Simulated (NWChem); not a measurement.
ammonium (NH₄ cation); SMILES [NH4+]

Program: NWChem. The geometry was optimised at PBE0-D3(BJ)/def2-TZVP. Level: PBE0/def2-SVP with SMD (1 M gas to 1 M solution), gas-phase geometry. Reactions with the solvent are ignored.

For solvent water:

- solvation free energy (kcal/mol) = -81.1
- cavity-dispersion-structure term (kcal/mol) = 2.9

**Question.** What are these values for solvent 1-octanol?

**Answer.** The solvation free energy (kcal/mol) comes out as -75.3 and the cavity-dispersion-structure term (kcal/mol) comes out as 1.3.
